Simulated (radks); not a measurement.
Results of a calculation; reference values are marked as such.
The oxygen anion O-, [He] 2s2 2p5, held by a Watson sphere: a shell of charge +1 at radius R that stands for the Madelung well of a crystal (potential energy -1/R inside, -1/r outside, in hartree with lengths in bohr). Level of theory: non-relativistic Kohn-Sham, LDA (Slater exchange, VWN5 correlation), spin-polarised, spherical densities, point nucleus; open shells are filled with parallel spins first (a radial shooting solver on a logarithmic mesh with Libxc functionals). Response by self-consistent Sternheimer equations with the Hartree and adiabatic LDA kernel. The sphere does not respond.

R (bohr),e(2s down) (eV),e(2p up) (eV),e(2p down) (eV),<r> 2p (bohr),sum of <r^2> (bohr^2),X-ray form factor at sin(theta)/lambda = 0.3 1/angstrom,alpha (bohr^3)
1.85,-22.093,-9.079,-7.825,1.402,16.09,4.150,9.365
2.96,-19.409,-6.667,-5.448,1.528,18.70,4.074,16.71
3.1,-19.156,-6.425,-5.207,1.540,18.95,4.073,17.79
3.59,-18.380,-5.677,-4.455,1.577,19.74,4.069,21.81
3.87,-18.002,-5.308,-4.083,1.596,20.14,4.069,24.25
3.93,-17.926,-5.234,-4.009,1.600,20.22,4.068,24.79
